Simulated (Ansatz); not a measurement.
Input file for Ansatz (a first-principles code): U-wB97X-V/cc-pVTZ on BeH2Se (SMILES [BeH][SeH]), a point of a bond scan (R = 2.949 Å).

Ansatz 0.2 input:
```yaml
crystal:
  periodic: [false, false, false]
  atoms:
    - {symbol: Be, position_ang: [-0.68973544, -0.76066788, -1.41803736]}
    - {symbol: H, position_ang: [-1.20927000, -1.34114003, -2.49064135]}
    - {symbol: Se, position_ang: [0.09181580, 0.16025393, 0.22400564]}
    - {symbol: H, position_ang: [1.60113298, -2.28989777, 0.86919256]}
basis:
  gaussian:
    orbitals: cc-pVTZ
hamiltonian:
  xc: {name: wB97X-V}
magnetization: {spin_polarized: true, initial_magnetization: 0}
```

The head of its log:

```
WARN ansatz: RAYON_NUM_THREADS=1 ignored (pool sized by the plan → 1); use --threads N
Functional definition: wB97X-V
integrals: 0.04 GiB planned
693 factors; their error is unknown
integrals: 0.07 GiB planned
144 factors; integrals over basis functions are off by at most 8.0e-5 eV
mean field: 0.53 GiB planned
mean field evaluation 1: about -65771.8005 eV, gradient 1.3e1 eV
mean field evaluation 2: about -65771.2788 eV, gradient 2.0e1 eV
```

**Question.** Give the final energy of this run.

**Answer.** -2417.2160 hartree. Its determinant has ⟨S²⟩ = 0.89, a mixture of spin states.
